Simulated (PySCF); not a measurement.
Work out the structure from these simulated measurements.

Formula: C5H6ClNSi.

* Polarisability: 100.6 au [PBE0/def2-SVPD]
* Triplet: lowest triplet excitation (Tamm–Dancoff): 4.09 eV [TDA PBE0/def2-SVPD]
* Rotational structure: rotational constants A, B, C: 2.507, 0.845, 0.702 GHz [GFN2-xTB]
* 13C NMR: chemical shifts (computed TMS as zero) by class: 146.2 (1 C), 140.8 (1 C), 124.0 (1 C), 49.3 (1 C), 19.9 (1 C) ppm [GIAO PBE0/pcSseg-1]
* NMR, other nuclei: isotropic shieldings of nuclei other than C and H, by class: -35 (1 N), 404 (1 Si), 692 (1 Cl) ppm [GIAO PBE0/pcSseg-1]
* Dipole: 3.47 D [PBE0/def2-SVPD]

Gas-phase values; electronic properties from PySCF, density fitting. Levels stand in brackets. Isolated species at its GFN2-xTB geometry, gas phase. Each NMR value is the plain mean over a class of atoms that symmetry, rotation or inversion makes alike.

Problem. Give a SMILES that accounts for the data.

Solution. Numbering: `[N:1]#[C:2][C@@:3]1([SiH3:4])[CH:5]=[C:6]([Cl:7])[CH2:8]1`. Its formula, C5H6ClNSi, gives 4 degrees of unsaturation: 1 ring and 3 π bonds in the structure found. 5 carbons fall into 5 classes; from least to most shielded: vinylic C–Cl carbon [C6] (146.2 ppm), alkene CH carbon [C5] (140.8 ppm), nitrile carbon [C2] (124.0 ppm), allylic carbon [C8] (49.3 ppm), ring sp3 carbon bound to silicon [C3] (19.9 ppm). The other shieldings belong to: -35 ppm, nitrile nitrogen [N1]; 404 ppm, SiH3 silicon [Si4]; 692 ppm, vinyl chlorine [Cl7]. By its constants the optimised geometry is an asymmetric top. Structure: `N#C[C@@]1([SiH3])C=C(Cl)C1`. Computed isomers that give other values at the same levels: `C[Si@]1(Cl)CC=C1C#N` (13C chemical shifts (computed TMS as zero) by class: 172.5 (1 C), 132.7 (1 C), 119.7 (1 C), 34.6 (1 C), 4.2 (1 C) ppm); `N#C[C@@]12C[C@@H]1[C@]2([SiH3])Cl` (13C chemical shifts (computed TMS as zero) by class: 121.6 (1 C), 74.1 (1 C), 39.7 (1 C), 32.1 (1 C), 10.3 (1 C) ppm); `[SiH3]c1ccc(Cl)cn1` (13C chemical shifts (computed TMS as zero) by class: 164.2 (1 C), 154.7 (1 C), 143.8 (1 C), 140.7 (1 C), 137.2 (1 C) ppm). The assignments are read from this structure; whether some other isomer fits the data as well wasn't checked. The mirror image fits equally.
